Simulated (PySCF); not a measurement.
**Name the molecule from its bond curve**

A diatomic of charge -1 contains I. Its doublet curve at HSE06 in a double-zeta basis (scalar-relativistic core potentials, PySCF), in eV from the separated fragments:

| R (Å) | E (eV) |
| --- | --- |
| 2.050 | -1.516 |
| 2.146 | -1.747 |
| 2.241 | -1.870 |
| 2.312 | -1.913 |
| 2.384 | -1.924 |
| 2.455 | -1.912 |
| 2.551 | -1.871 |
| 2.670 | -1.796 |
| 2.813 | -1.691 |
| 3.004 | -1.548 |

The fit gives ωe = 274 cm⁻¹ and the rotational constant Bₑ = 0.1802 cm⁻¹.

Q: Which atom is the partner?

A: The minimum lies at 2.379 Å, so the reduced mass is 16.8576 u Å² cm⁻¹/(Bₑ·Re²) = 16.53 u. With I at 126.90 u the partner weighs about 19.0 u: F. The molecule is IF⁻.

Spin–orbit coupling is left out. The state was picked by a PBE0 search and need not be the measured ground state.
